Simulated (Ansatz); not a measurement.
Gas-phase reaction 2 R1 → P1, each structure at its B3LYP-D3(BJ)/def2-TZVP stationary point, reached from a drawn start (curvature not checked).
R1: Cl2Zn (SMILES [Cl][Zn][Cl]), charge 0, multiplicity 1.
P1: Cl4Zn2 (SMILES [Cl][Zn]1<-[Cl][Zn]([Cl])<-[Cl]1), charge 0, multiplicity 1.

P less R. No zero-point or thermal terms; no spin–orbit coupling. One arrangement of each flexible species, with no search for the lowest.

Correlated levels freeze the cores.

Codes used: Ansatz (Gaussian basis) for Hartree–Fock, density functionals and correlated methods. All values are computed, each at the level named.

Total energies in hartree:

```tsv
structure	PBE/def2-TZVPP	B3LYP/def2-TZVPP	CCSD(T)/def2-TZVPP
R1	-2699.291122	-2700.014476	-2697.835584
P1	-5398.612819	-5400.056257	-5395.708429
```

Work out the reaction energy at each level in kcal/mol (1 hartree = 627.50947 kcal/mol), and say how far PBE/def2-TZVPP lies from CCSD(T)/def2-TZVPP.


- PBE/def2-TZVPP: (-5398.612819) − 2 × (-2699.291122) = -0.030575 hartree = -19.19 kcal/mol
- B3LYP/def2-TZVPP: (-5400.056257) − 2 × (-2700.014476) = -0.027305 hartree = -17.13 kcal/mol
- CCSD(T)/def2-TZVPP: (-5395.708429) − 2 × (-2697.835584) = -0.037261 hartree = -23.38 kcal/mol
PBE/def2-TZVPP less CCSD(T)/def2-TZVPP: 4.19 kcal/mol. CCSD(T)/def2-TZVPP is the level counted from, the highest shown, and no exact or measured value.

Ansatz is an electronic-structure program.
